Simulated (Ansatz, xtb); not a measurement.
Relative energy of two isomers of BClHN2+

Structure X: `N=[N+]=BCl`, a singlet. Structure Y: `ClB1N=[NH+]1`, a singlet. Both are isolated ions in the gas phase, relaxed with PBE-D3(BJ)/def2-SVP.

X (Å):

| atom | x (Å) | y (Å) | z (Å) |
| --- | --- | --- | --- |
| B | -2.7947 | -0.4650 | -0.1619 |
| Cl | -3.2528 | -1.6208 | -1.2307 |
| N | -2.0448 | 1.3207 | 1.4394 |
| N | -2.5757 | 0.4115 | 0.8163 |
| H | -2.5591 | 1.4913 | 2.3490 |

Y (Å):

```xyz
5

B    -3.1403    0.2829    1.0565
Cl   -4.2390   -0.1764    2.2115
N    -2.5035    1.2321    0.0946
N    -2.0212    0.0572    0.1771
H    -1.2081   -0.3323   -0.3653
```

Energies in hartree; the thermal terms are from PBE-D3(BJ)/def2-SVP harmonic frequencies (ideal gas, rigid rotor, one conformer each, 298.15 K, 1 atm) and include the zero-point energy:

|  | X | Y |
| --- | --- | --- |
| E, CCSD(T)/def2-TZVPP | −594.105519 | −594.124966 |
| zero-point energy | 0.021935 | 0.023482 |
| H(298 K) − E | 0.027714 | 0.028388 |
| G(298 K) − E | −0.004826 | −0.003231 |

**Question.** Work out ΔE, ΔE₀, ΔH and ΔG for X → Y in kJ/mol (1 Eh = 2625.50 kJ/mol) and the equilibrium ratio [Y]/[X].

**Answer.** 1. ΔE = −594.124966 − (−594.105519) = −0.019447 Eh = −51.06 kJ/mol.
2. ΔE₀ = ΔE + ΔZPE = −0.019447 + (+0.001547) Eh = −47.00 kJ/mol.
3. ΔH = ΔE + (+0.000674) Eh = −49.29 kJ/mol.
4. ΔG = ΔE + (+0.001595) Eh = −46.87 kJ/mol, so ΔS = (ΔH − ΔG)/T = −8.1 J/(mol K).
5. kT = 0.9442 mEh, so K = [Y]/[X] = exp(−ΔG/kT) = exp(+18.91) ≈ 1.6 × 10^8.

Structure Y is favoured at this temperature. An error of 4 kJ/mol in ΔG would change K by a factor of 5. GFN2-xTB gave ΔE the other sign. Large T1 diagnostics make the coupled-cluster value less sure. Mirror images and further conformers aren't counted.

As drawn, Y has 2 B–N in place of 1 B=N. Structure X has no ring, Y a 3-membered ring.

Other levels gave ΔE = +78.3 (GFN2-xTB); −101.5 (HF/STO-3G, GFN2-xTB geometries); −41.9 (r2SCAN-D4/def2-SVP, GFN2-xTB geometries); −30.5 (PBE-D3(BJ)/def2-SVP); −56.4 (HF/def2-TZVPP); −61.7 (MP2/def2-TZVPP) kJ/mol. The correlated steps freeze 8 core orbitals. Programs: Ansatz 0.2.0, xtb 6.7.1.
